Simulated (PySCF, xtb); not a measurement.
InBr2, SMILES [In+]([Br])[Br], charge +1.

Harmonic wavenumbers (cm⁻¹) from GFN2-xTB (xtb) at its own minimum, in rising order: 51, 51, 149, 254.

### Question
What does B3LYP-D3(BJ)/def2-SVP in PySCF give at its own minimum? (An estimate is asked for; the answer gives what the named calculation found.)

### Answer
62, 62, 218, 350. Paired by order, the mean absolute difference is 47 cm⁻¹ and the zero-point energies are 0.7 and 1.0 kcal/mol.
